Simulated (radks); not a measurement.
Valence configurations of the manganese ion Mn3+ (all share [Ar]). All-electron calculation, non-relativistic Kohn-Sham, BLYP, spin-polarised, spherical densities, point nucleus; open shells are filled with parallel spins first. Program: a radial shooting solver on a logarithmic mesh with Libxc functionals. Energies are relative to 3d4; eigenvalues in eV for spin up.

| valence | E (eV) | moment (Bohr magnetons) | e(3d) | e(4p) | e(4s) |
|---|---|---|---|---|---|
| 3d4 | 0.000 | 4 | -42.936 | - | - |
| 3d3.5 4p0.5 | 10.124 | 4 | -46.958 | -25.484 | - |
| 3d3 4s1 | 14.458 | 4 | -50.105 | - | -33.459 |
| 3d3 4p1 | 21.518 | 4 | -51.092 | -26.953 | - |
| 3d2.5 4s1 4p0.5 | 27.010 | 4 | -54.370 | -27.836 | -35.112 |
| 3d2 4s2 | 35.075 | 2 | -57.756 | - | -35.428 |
| 3d2 4p2 | 48.530 | 4 | -59.648 | -29.663 | - |
| 3d1.5 4s2 4p0.5 | 50.706 | 2 | -62.276 | -29.460 | -37.091 |
| 3d1.5 4s1 4p1.5 | 56.559 | 4 | -63.165 | -30.511 | -38.241 |
| 3d1 4s2 4p1 | 67.913 | 2 | -66.857 | -30.827 | -38.688 |

NIST lists [Ar] 3d4 as the ground configuration; this level of theory agrees among the configurations tried. The energies are those of spherical high-spin densities, not of single terms.
